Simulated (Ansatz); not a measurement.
Stepwise reaction of `N#C[SiH3]` with methanol, as a gas-phase model of exchange steps in deposition or etching. ΔE in kJ/mol.

Isolated molecules relaxed with PBE0-D4/def2-TZVP in Ansatz; ΔE leaves out vibrations. CCSD(T)/CBS is the MP2 limit (def2-TZVPP, def2-QZVPP) plus CCSD(T) − MP2 in def2-TZVPP, frozen cores. This one scheme is used for every species. DFT in def2-TZVPP. B3LYP here is the variant with VWN-RPA as its local correlation; programs differ in this. Each species was taken in one conformer, which may not be the lowest.

| step | reaction | PBE-D4 | B3LYP-D4 | ωB97M-V | CCSD(T)/CBS |
| --- | --- | --- | --- | --- | --- |
| 1 | `N#C[SiH3]` + CH₃OH → `CO[SiH2]C#N` + H₂ | -68.9 | -77.8 | -76.8 | -77.3 |
| 2 | `CO[SiH2]C#N` + CH₃OH → `CO[SiH](C#N)OC` + H₂ | -82.1 | -90.9 | -90.3 | -90.2 |

Task: By hand: ΔE of the 2 steps together at CCSD(T)/CBS.

Result: (-77.3) + (-90.2) = -167.5 kJ/mol, or -83.8 kJ/mol a step.

In ΔE each step is lower than the one before. All are downhill at CCSD(T)/CBS. PBE-D4 differs from CCSD(T)/CBS by 8.1 to 8.4 kJ/mol a step. Isolated molecules leave out the surface, adducts and barriers. Largest T1 diagnostic: 0.013.
